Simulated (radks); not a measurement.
Pb+, 81 electrons, occupied as [Hg] 5f1 (not the ground configuration). Method: Dirac Kohn-Sham, BLYP, spin-unpolarised, spherical densities, finite nucleus; open shells fill j = l - 1/2 first; Fermi nuclear charge, rms radius 5.5012 fm; computed with a radial shooting solver on a logarithmic mesh with Libxc functionals.

Radial electron density D(r) = 4 pi r^2 rho(r):

r (bohr)  D(r) (e/bohr)
0.002013          33.15
0.002381          40.85
0.002816          49.79
0.003332          59.89
0.003941          70.94
0.0047            83.10
0.005559          94.57
0.006576          105.0
0.007779          113.5
0.009276          119.1
0.01097           120.6
0.01298           118.4
0.01536           113.6
0.01816           108.6
0.02166           106.5
0.02562           110.5
0.03031           121.1
0.03585           136.0
0.04275           149.7
0.05058           153.9
0.05983           146.6
0.07077           132.5
0.08372           122.5
0.09983           125.8
0.1181            138.6
0.1397            145.1
0.1653            132.1
0.1971            103.6
0.2331            84.07
0.2757            85.02
0.3262            95.48
0.3859            94.44
0.4601            74.47
0.5443            50.19
0.6439            34.04
0.7616            27.39
0.9082            23.93
1.074             19.47
1.271             13.96
1.503             9.040
1.778             5.468
2.121             3.024
2.509             1.567
2.968            0.7158
3.51             0.2921
4.186            0.1280
4.952           0.09926
5.858            0.1170
6.929            0.1378
8.197            0.1342
9.774            0.1014
11.56           0.05877
13.68           0.02497
16.18          0.007442
19.29          0.001348
22.82         0.0001620

D(r) has 5 maxima, at r = 0.0108, 0.0494, 0.137, 0.353, 7.39 bohr, and minima at 0.0213, 0.0878, 0.251, 4.91 bohr, inside which lie 2.04, 11.01, 30.08, 80.12 electrons.
